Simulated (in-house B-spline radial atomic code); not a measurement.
## Br12+: [Ar] 3d5

Method: non-relativistic BHandHLYP, spin-polarised, spherical fractional occupations, point nucleus. Calculated with an all-electron radial atomic-structure program (B-spline basis).

Effective charges: Z_r = [3n² - l(l+1)]/(2<r>) from the radius, Z_e = n√(-2ε) from the energy, and Slater's rules. Values are occupation-weighted means over spin.

```tsv
shell	electrons	ε (eV)	<r> (bohr)	Z_r	Z_e	Slater
1s	2	-13551	0.04368	34.34	31.56	34.70
2s	2	-2066.3	0.1929	31.10	24.65	30.85
2p	6	-1893.8	0.1667	30.00	23.60	30.85
3s	2	-545.77	0.5291	25.51	19.00	23.75
3p	6	-483.12	0.5252	23.80	17.88	23.75
3d	5	-386.23	0.4936	21.27	15.98	15.60
```

The least bound orbital is 3d up at -386.2 eV, while the most diffuse is 3s down (<r> = 0.5312 bohr against 0.4936 bohr): energy order and size order differ.
